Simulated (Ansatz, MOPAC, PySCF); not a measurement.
Dimer: N2 (SMILES N#N) (first 2 atoms) with HI (SMILES I); geometry from B3LYP-D3(BJ)/def2-TZVP.
(charge 0, multiplicity 1):
```xyz
4

N      0.102     0.110    -1.005
N      0.210     0.119     0.080
I      0.506     0.159     4.289
H      0.421     0.143     2.677
```

Monomers are frozen at their geometry in the pair; levels with a basis set take the counterpoise correction. Rows marked so take none.

Correlated levels freeze the cores. Filled d and f shells under p-block atoms count as core. CBS: X⁻³ extrapolation of the correlation energy, Hartree–Fock from the larger set. Rows in 3-21G, STO-3G carry no dispersion term and start afresh at each structure; the Pople sets are all-electron and without relativity. The state reached by AM1, PM3, PM6, PM7 isn't checked; PM7 holds dispersion and hydrogen-bond terms.

Codes used: Ansatz (an electronic-structure program) with Gaussian orbitals; MOPAC for AM1, PM3, PM6, PM7 (differences of heats of formation); PySCF for 3-21G rows, STO-3G rows, the dispersion terms.  In def2 rows elements past Kr take small-core potentials, without spin–orbit coupling.

Other levels give for the interaction energy: PBE/def2-TZVPPD -2.5; B3LYP/def2-TZVPPD -0.5; B3LYP-D3(BJ)/def2-TZVPPD -3.4; wB97M-V/def2-TZVPPD -2.6; CCSD(T)/CBS(def2-TZVPPD, def2-QZVPPD) -3.3 kJ/mol.

Common cheap choices:

```csv
level,interaction energy (kJ/mol)
AM1,-0.4
PM3,-0.6
PM6,-4.4
PM7,-7.1
HF/STO-3G (no counterpoise),-2.2
HF/3-21G (no counterpoise),-2.8
B3LYP/3-21G (no counterpoise),-6.5
```
